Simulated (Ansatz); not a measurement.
Calculated with Ansatz (gas phase, PBE0-D4/def2-TZVP geometries, no zero-point term in ΔE). CBS: MP2 limit from def2 TZ/QZ plus the TZ coupled-cluster correction, frozen cores. For Se outer-core shells are correlated without core-valence functions, which leaves a few kJ/mol of doubt a bond. Scalar relativity is left out up to krypton. One conformer a species, not always the lowest.

`C[Se][SiH2]S` + `CO[SiH](Cl)OC` → `CO[Si](Cl)(OC)[Se]C` + `[SiH3]S`  (formal exchange of groups at the Se–Si bond)

```tsv
species	CCSD(T)/CBS(def2) energy (Eh)
`C[Se][SiH2]S`	-3129.27496
`CO[SiH](Cl)OC`	-979.64935
`CO[Si](Cl)(OC)[Se]C`	-3419.65060
`[SiH3]S`	-689.27336
```

(1) Work out ΔE.

Largest T1 diagnostic among the species: 0.011.

## Answers

(1) ΔE = (-3419.65060) + (-689.27336) − (-3129.27496) − (-979.64935) = 0.00035 Eh = +0.01 eV.

In def2-TZVPP, CCSD(T) changes the Hartree–Fock value by −0.10 eV (the triples alone add −0.01 eV) and MP2 by −0.10 eV. The D4 term adds −0.09 eV with B3LYP and −0.05 eV with PBE0; it sums over pairs of atoms, weighted by their polarisabilities, and B3LYP, whose exchange is more repulsive, gets the larger term.

B3LYP here is the variant with VWN-RPA as its local correlation; programs differ in this.
